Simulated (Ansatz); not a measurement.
B(H2S)Cl3 (BH₂SCl₃). The state is a triplet with charge 0. Geometry PBE0-D4/def2-SVP, that of the neutral singlet; atoms count from 1.

```xyz
7

B     0.1052   -0.8246    0.2226
S     0.0569    1.0209   -0.8990
H    -1.1817    1.4441   -0.5544
H     0.6656    1.8296   -0.0005
Cl   -1.0157   -1.8441   -0.7508
Cl   -0.4835   -0.3817    1.8680
Cl    1.8531   -1.2442    0.1140
```

At PBE0-D4/def2-TZVP a singlet of charge 0 lies 5.78 eV below the triplet at the same geometry.

Question: Estimate the Mulliken populations from the PBE0/def2-TZVP orbitals of Ansatz.

Answer: 
| atom | charge (e) | spin (α − β) |
| --- | --- | --- |
| B1 | -0.04 | 0.38 |
| S2 | 0.07 | 0.97 |
| H3 | 0.14 | 0.09 |
| H4 | 0.15 | 0.09 |
| Cl5 | -0.12 | 0.12 |
| Cl6 | -0.08 | 0.23 |
| Cl7 | -0.12 | 0.12 |
Mulliken values and Mayer orders depend strongly on the basis.

Question: Where does the spin sit?

Answer: Summed by element: B 0.38, S 0.97, H 0.18, Cl 0.47, of 2 unpaired in all. Largest on single atoms: S2 0.97, B1 0.38, Cl6 0.23.

Question: And the Mayer bond orders between bonded heavy atoms (over 0.3)?

Answer: B1–S2 0.40 (2.16 Å); B1–Cl5 1.14 (1.80 Å); B1–Cl6 1.11 (1.80 Å); B1–Cl7 1.15 (1.80 Å).
